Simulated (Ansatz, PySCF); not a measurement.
C4H3BrClF, SMILES C=C(F)/C(Br)=C/Cl. Atoms are numbered in the order given.

```xyz
10

C      0.2149    -2.7261     0.0000
C     -0.6420    -1.7014     0.0000
F     -1.9687    -1.9511     0.0000
C     -0.3517    -0.2623     0.0000
Br     1.4685     0.2623     0.0000
C     -1.3453     0.6463     0.0000
Cl    -1.1344     2.3506     0.0000
H      1.2885    -2.5523     0.0000
H     -0.1688    -3.7469     0.0000
H     -2.3840     0.3154     0.0000
```

Geometry: B3LYP-D3(BJ)/def2-SVP. The structure was generated by enumeration; whether it is a known compound was not checked. One conformer was computed; it need not be the lowest.

Two levels are set side by side: PBE-D3(BJ)/def2-SVP (Ansatz, a quantum-chemistry and plane-wave program) and B3LYP-D3(BJ)/def2-SVP (Ansatz). Each level has its own optimised geometry; the coordinates shown are those of the second. Frequencies come from the Hessian of PySCF at each geometry. Differences are taken from unrounded values.

```
quantity                            B3LYP-D3(BJ)  PBE-D3(BJ)  PBE-D3(BJ) minus B3LYP-D3(BJ)
----------------------------------  ------------  ----------  -----------------------------
mean bond length (Å)                       1.376       1.381                          0.005
bond C1–C2 (Å)                             1.336       1.347                          0.011
bond C2–F3 (Å)                             1.350       1.356                          0.006
bond C2–C4 (Å)                             1.468       1.468                          0.000
bond C4–Br5 (Å)                            1.894       1.892                         -0.002
bond C4–C6 (Å)                             1.346       1.359                          0.012
bond C6–Cl7 (Å)                            1.717       1.714                         -0.003
bond C1–H8 (Å)                             1.088       1.096                          0.008
bond C1–H9 (Å)                             1.091       1.098                          0.008
bond C6–H10 (Å)                            1.090       1.099                          0.009
highest harmonic wavenumber (cm⁻¹)          3300        3236                            -64
mean harmonic wavenumber (cm⁻¹)             1075        1043                            -32
zero-point energy (kcal/mol)               36.88       35.80                          -1.09
```

GGA bonds tend to be longer and softer than those of functionals with exact exchange. Differences between two approximate levels are no errors against the true value.
